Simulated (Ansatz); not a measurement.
`OB(O)[Te][SiH3]`, relaxed with RKS PBE0-D4/def2-TZVP in the Gaussian-basis code of Ansatz from a PBE-D4/def2-SVP geometry. The force threshold is 0.005 eV/Å; the program also tests the step.

Total charge 0; spin multiplicity 1. Te takes the def2 core potential.

Start:

```xyz
10

O    -0.987   -0.830    1.026
B    -1.429   -0.376   -0.183
O    -2.661   -0.724   -0.650
Te   -0.290    0.960   -1.544
Si    1.831    0.714   -0.224
H    -0.121   -0.465    1.298
H    -3.134   -1.280    0.000
H     2.649    1.971   -0.304
H     1.467    0.487    1.230
H     2.674   -0.456   -0.651
```

Q: How much energy does the relaxation release, and in how many steps? (Best estimate.)

A: Ansatz gave: 0.87 kcal/mol, in 16 steps, 2 of them rejected.

Q: Which bonds change most? (Estimate.)

A: The calculation gave: B2–Te4 from 2.222 to 2.197 Å; Te4–Si5 from 2.511 to 2.486 Å; Si5–H9 from 1.516 to 1.495 Å; Si5–H10 from 1.504 to 1.484 Å.

Q: Give the relaxed structure. (Estimate.)

A: The calculation gave: 
```xyz
10

O    -1.042   -0.800    1.054
B    -1.435   -0.389   -0.175
O    -2.669   -0.699   -0.636
Te   -0.230    0.809   -1.567
Si    1.862    0.706   -0.228
H    -0.167   -0.498    1.316
H    -3.182   -1.200    0.008
H     2.548    2.020   -0.264
H     1.519    0.398    1.194
H     2.795   -0.347   -0.702
```
